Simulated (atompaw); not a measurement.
**Before and after: PAW (atompaw) potential for Au (Z = 79)**

gold (Au), PAW, made with atompaw 4.2.0.5 (LDA (PW92), non-relativistic). Core [Xe] 4f14, reference 5d10 6s0.5 6p0 (charge +0.5). Waves: 6s (bound): rc 3.00 bohr; 6s channel at 2.55 Ry: rc 2.00 bohr; 6p (bound, empty): rc 3.00 bohr; 6p channel at 0.65 Ry: rc 3.00 bohr; 5d (bound): rc 3.00 bohr; 5d channel at 2.1 Ry: rc 3.00 bohr; 5f channel at -0.05 Ry: rc 3.00 bohr; 5f channel at 1.3 Ry: rc 3.00 bohr. Local part: vpsmatchnc scheme with l = 4 at 0.5 Ry, radius 2.05 bohr. Core correction: smooth core density matched at 1.85 bohr. Augmentation charge: sinc compensation charge, radius 2.90 bohr; PAW radius 3.00 bohr; waves and projectors: custom rrkj gramschmidtortho.

Change: local potential vpsmatchnc scheme with l = 4 at 0.5 Ry, radius 2.50 bohr.

Cutoffs: the cutoffs (Ry, on a coarse ladder) from which the occupation-weighted sum of valence levels, in a spherical-Bessel basis at the reference potential, stays within 10 and 1 mRy of its value at 400 Ry; they do not see the model core or the augmentation charge, which bear on the density cutoff.

Question: What does the change do?

Answer: The potential gets neither clearly harder nor softer (12 Ry and 18 Ry → 12 Ry and 18 Ry); the bound ghosts move from p, s to s. A state that the projectors do not describe sees the local part alone, so a deeper or shallower local part can create or remove a ghost.

```csv
quantity,base,changed
"cutoff, loose",12 Ry,12 Ry
"cutoff, tight",18 Ry,18 Ry
bound ghosts,"s, p",s
s: phases at 3.00 bohr within 0.05 rad from the reference energy up to (Ry; the scan ends near 5),3.4,3.7
p: phases at 3.00 bohr within 0.05 rad from the reference energy up to (Ry; the scan ends near 5),3.6,4.2
d: phases at 3.00 bohr within 0.05 rad from the reference energy up to (Ry; the scan ends near 5),to the end of the scan,to the end of the scan
f: phases at 3.00 bohr within 0.05 rad from the reference energy up to (Ry; the scan ends near 5),1.8,1.8
lowest overlap eigenvalue by channel,"s 0.01, p 0.26, d 0.77, f 0.95","s 0.08, p 0.39, d 0.77, f 0.95"
```

 A true bound ghost makes a file unfit for plane-wave use even where its test errors are small: the radial tests pick states by their node count and pass the ghost by. The cutoffs see the waves, projectors and local potential, not the compensation charge or the core.
